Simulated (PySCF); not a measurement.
C2H8Si, singlet, at a GFN2-xTB geometry; PySCF with DF-BLYP/def2-SVP.

The PySCF input:
```python
from pyscf import gto, scf, dft

mol = gto.M(
    atom='''
Si    0.03546107   -0.43348006   -0.37037273
C     1.45753028    0.73873281    0.08712166
C    -1.52290395    0.06040205    0.59567275
H     0.40740896   -1.81447085   -0.03255476
H    -0.23071309   -0.34547884   -1.81294296
H     1.21576604    1.77029475   -0.15390745
H     2.36525377    0.48151727   -0.45044984
H     1.68282158    0.69510725    1.14919776
H    -2.35613024   -0.59304426    0.35515928
H    -1.82783780    1.07758693    0.36542227
H    -1.36078226    0.00239943    1.66852748
''',
    basis='def2-svp',
    verbose=4,
)

mf = dft.RKS(mol)
mf.xc = 'blyp'
mf = mf.density_fit(auxbasis='def2-universal-jkfit')
mf.kernel()
```

Output, abridged:

```
PySCF version 2.14.0

[INPUT] verbose = 4
[INPUT] num. atoms = 11
[INPUT] num. electrons = 34
[INPUT] charge = 0
[INPUT] spin (= nelec alpha-beta = 2S) = 0
[INPUT] symmetry False subgroup None
[INPUT] Mole.unit = angstrom
[INPUT] Symbol           X                Y                Z      unit          X                Y                Z       unit  Magmom
[INPUT]  1 Si     0.035461070000  -0.433480060000  -0.370372730000 AA    0.067011710384  -0.819158593860  -0.699903023707 Bohr   0.0
[INPUT]  2 C      1.457530280000   0.738732810000   0.087121660000 AA    2.754333047461   1.396002690130   0.164636076917 Bohr   0.0
[INPUT]  3 C     -1.522903950000   0.060402050000   0.595672750000 AA   -2.877871379518   0.114143331862   1.125658357367 Bohr   0.0
[INPUT]  4 H      0.407408960000  -1.814470850000  -0.032554760000 AA    0.769891355094  -3.428852967507  -0.061519580451 Bohr   0.0
[INPUT]  5 H     -0.230713090000  -0.345478840000  -1.812942960000 AA   -0.435984553452  -0.652860389432  -3.425965673858 Bohr   0.0
[INPUT]  6 H      1.215766040000   1.770294750000  -0.153907450000 AA    2.297464847147   3.345372237255  -0.290842929030 Bohr   0.0
[INPUT]  7 H      2.365253770000   0.481517270000  -0.450449840000 AA    4.469681840395   0.909935764548  -0.851226830454 Bohr   0.0
[INPUT]  8 H      1.682821580000   0.695107250000   1.149197760000 AA    3.180071902708   1.313562329700   2.171669029364 Bohr   0.0
[INPUT]  9 H     -2.356130240000  -0.593044260000   0.355159280000 AA   -4.452440867406  -1.120691231145   0.671153769798 Bohr   0.0
[INPUT] 10 H     -1.827837800000   1.077586930000   0.365422270000 AA   -3.454112842128   2.036344173111   0.690548010117 Bohr   0.0
[INPUT] 11 H     -1.360782260000   0.002399430000   1.668527480000 AA   -2.571505786567   0.004534265555   3.153059968511 Bohr   0.0

nuclear repulsion = 113.530060693735
number of shells = 44
number of NR pGTOs = 140
number of NR cGTOs = 86
basis = def2-svp
ecp = {}

******** <class 'pyscf.df.df_jk.DFRKS'> ********
method = DFRKS
initial guess = minao
damping factor = 0
level_shift factor = 0
DIIS = <class 'pyscf.scf.diis.CDIIS'>
diis_start_cycle = 1
diis_space = 8
diis_damp = 0
SCF conv_tol = 1e-09
SCF conv_tol_grad = None
SCF max_cycles = 50
direct_scf = False
XC library pyscf.dft.libxc version 7.1.2
    S. Lehtola, C. Steigemann, M. J. T. Oliveira, and M. A. L. Marques,  SoftwareX 7, 1–5 (2018)
XC functionals = blyp
    A. D. Becke,  Phys. Rev. A 38, 3098 (1988)
    C. Lee, W. Yang, and R. G. Parr,  Phys. Rev. B 37, 785 (1988)
    B. Miehlich, A. Savin, H. Stoll, and H. Preuss,  Chem. Phys. Lett. 157, 200 (1989)
radial grids:
    Treutler-Ahlrichs [JCP 102, 346 (1995); DOI:10.1063/1.469408] (M4) radial grids

becke partition: Becke, JCP 88, 2547 (1988); DOI:10.1063/1.454033
pruning grids: <function nwchem_prune>
grids dens level: 3
symmetrized grids: False
atomic radii adjust function: <function treutler_atomic_radii_adjust>
small_rho_cutoff = 0
Set gradient conv threshold to 3.16228e-05
Initial guess from minao.
tot grids = 125880
init E= -370.088153099528
  HOMO = -0.345972406164396  LUMO = -0.0108359176915802  gap/eV = 9.11953
cycle= 1 E= -370.206212511553  delta_E= -0.118  |g|= 0.587  |ddm|=    3
  HOMO = -0.174504025722196  LUMO = 0.0618263893065625  gap/eV = 6.43088
cycle= 2 E= -370.064655681982  delta_E= 0.142  |g|= 0.903  |ddm|= 1.52
  HOMO = -0.268710787827889  LUMO = 0.0318121911549674  gap/eV = 8.17765
cycle= 3 E= -370.301509106838  delta_E= -0.237  |g|= 0.0487  |ddm|= 0.993
  HOMO = -0.263838609916487  LUMO = 0.0333735958252685  gap/eV = 8.08756
cycle= 4 E= -370.302422672042  delta_E= -0.000914  |g|= 0.0124  |ddm|= 0.0958
  HOMO = -0.264695641903174  LUMO = 0.0326458604620243  gap/eV = 8.09107
cycle= 5 E= -370.30247906337  delta_E= -5.64e-05  |g|= 0.00231  |ddm|= 0.0206
  HOMO = -0.264507428994147  LUMO = 0.0327972191175578  gap/eV = 8.09007
cycle= 6 E= -370.302480949376  delta_E= -1.89e-06  |g|= 0.000447  |ddm|= 0.00395
  HOMO = -0.264565862619006  LUMO = 0.0327766983776918  gap/eV = 8.09110
cycle= 7 E= -370.302481017798  delta_E= -6.84e-08  |g|= 0.000129  |ddm|= 0.000872
  HOMO = -0.264553198499782  LUMO = 0.0327782764846418  gap/eV = 8.09080
cycle= 8 E= -370.302481023284  delta_E= -5.49e-09  |g|= 1.1e-05  |ddm|= 0.0002
  HOMO = -0.264556227644584  LUMO = 0.0327767260663774  gap/eV = 8.09084
cycle= 9 E= -370.302481023333  delta_E= -4.91e-11  |g|= 1.08e-06  |ddm|= 2.61e-05
  HOMO = -0.264555931237457  LUMO = 0.0327769000159859  gap/eV = 8.09084
Extra cycle  E= -370.302481023336  delta_E= -3.3e-12  |g|= 1.02e-06  |ddm|= 2.89e-06
converged SCF energy = -370.302481023336
```
